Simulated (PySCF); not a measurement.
**Bonding in `CC(C)P1CC=CC1`**

Species: C₇H₁₃P.
Atom-mapped SMILES: `[CH3:1][CH:2]([CH3:3])[P:4]1[CH2:5][CH:6]=[CH:7][CH2:8]1` (hydrogens: H9, H10, H11 on C1; H12 on C2; H13, H14, H15 on C3; H16, H17 on C5; H18 on C6; H19 on C7; H20, H21 on C8)

Cartesian coordinates in Å at the PBE0-D3(BJ)/def2-SVP level; atoms count from 1:
```xyz
21
C7H13P angstrom
C     -1.718   -1.243   -0.239
C     -0.822   -0.118    0.268
C     -1.649    1.126    0.572
P      0.491    0.284   -1.015
C      1.579   -1.234   -0.815
C      2.526   -0.935    0.310
C      2.561    0.329    0.744
C      1.650    1.303    0.055
H     -2.227   -0.949   -1.172
H     -2.497   -1.482    0.503
H     -1.161   -2.171   -0.440
H     -0.307   -0.448    1.188
H     -1.041    1.949    0.977
H     -2.151    1.497   -0.337
H     -2.430    0.900    1.317
H      0.965   -2.131   -0.633
H      2.126   -1.427   -1.755
H      3.174   -1.716    0.721
H      3.241    0.661    1.536
H      2.224    2.003   -0.579
H      1.080    1.931    0.759
```

Bond orders from the PBE0/pcSseg-1 density (PySCF). One conformer (not necessarily the lowest) at the PBE0-D3(BJ)/def2-SVP geometry, without solvent, vibrations or thermal averaging.

Task: How far do the computed orders between heavy atoms stray from the drawn ones?

Result: The largest departure is 0.089, at C6–C7 (drawn double, 1.911).

Task: Set the Mayer orders of the bonds beside their lengths.

Result: 
```json
{"bond": "C1–C2", "drawn as": "single", "length (Å)": "1.525", "Mayer order": "1.027"}
{"bond": "C2–C3", "drawn as": "single", "length (Å)": "1.525", "Mayer order": "1.027"}
{"bond": "C2–P4", "drawn as": "single", "length (Å)": "1.880", "Mayer order": "0.920"}
{"bond": "P4–C5", "drawn as": "single", "length (Å)": "1.878", "Mayer order": "0.956"}
{"bond": "C5–C6", "drawn as": "single", "length (Å)": "1.500", "Mayer order": "1.012"}
{"bond": "C6–C7", "drawn as": "double", "length (Å)": "1.337", "Mayer order": "1.911"}
{"bond": "C7–C8", "drawn as": "single", "length (Å)": "1.500", "Mayer order": "1.012"}
{"bond": "C8–P4", "drawn as": "single", "length (Å)": "1.878", "Mayer order": "0.956"}
{"bond": "C1–H9", "drawn as": "single", "length (Å)": "1.102", "Mayer order": "0.959"}
{"bond": "C1–H10", "drawn as": "single", "length (Å)": "1.102", "Mayer order": "0.961"}
{"bond": "C1–H11", "drawn as": "single", "length (Å)": "1.101", "Mayer order": "0.960"}
{"bond": "C2–H12", "drawn as": "single", "length (Å)": "1.105", "Mayer order": "0.921"}
{"bond": "C3–H13", "drawn as": "single", "length (Å)": "1.100", "Mayer order": "0.960"}
{"bond": "C3–H14", "drawn as": "single", "length (Å)": "1.103", "Mayer order": "0.959"}
{"bond": "C3–H15", "drawn as": "single", "length (Å)": "1.102", "Mayer order": "0.961"}
{"bond": "C5–H16", "drawn as": "single", "length (Å)": "1.103", "Mayer order": "0.923"}
{"bond": "C5–H17", "drawn as": "single", "length (Å)": "1.105", "Mayer order": "0.930"}
{"bond": "C6–H18", "drawn as": "single", "length (Å)": "1.095", "Mayer order": "0.968"}
{"bond": "C7–H19", "drawn as": "single", "length (Å)": "1.095", "Mayer order": "0.968"}
{"bond": "C8–H20", "drawn as": "single", "length (Å)": "1.105", "Mayer order": "0.930"}
{"bond": "C8–H21", "drawn as": "single", "length (Å)": "1.102", "Mayer order": "0.923"}
```

Bonds between the same two heavy elements. C–C: lowest C5–C6 and C7–C8 (1.012, 1.500 Å), highest C6–C7 (1.911, 1.337 Å). C–P: lowest C2–P4 (0.920, 1.880 Å), highest P4–C5 and C8–P4 (0.956, 1.878 Å). Bonds named together lie within 0.004.

Task: Sum the orders of all bonds at each heavy atom with more than one neighbour and set the sums beside the valence in the SMILES.

Result: C1 3.907 (drawn 4), C2 3.895 (drawn 4), C3 3.907 (drawn 4), P4 2.832 (drawn 3), C5 3.821 (drawn 4), C6 3.891 (drawn 4), C7 3.891 (drawn 4), C8 3.821 (drawn 4). Orders between atoms that aren't bonded are not in these sums.

For a closed shell the Mayer order of atoms A and B is Σ (PS)μν (PS)νμ over the basis functions μ on A and ν on B, with P the density and S the overlap matrix.
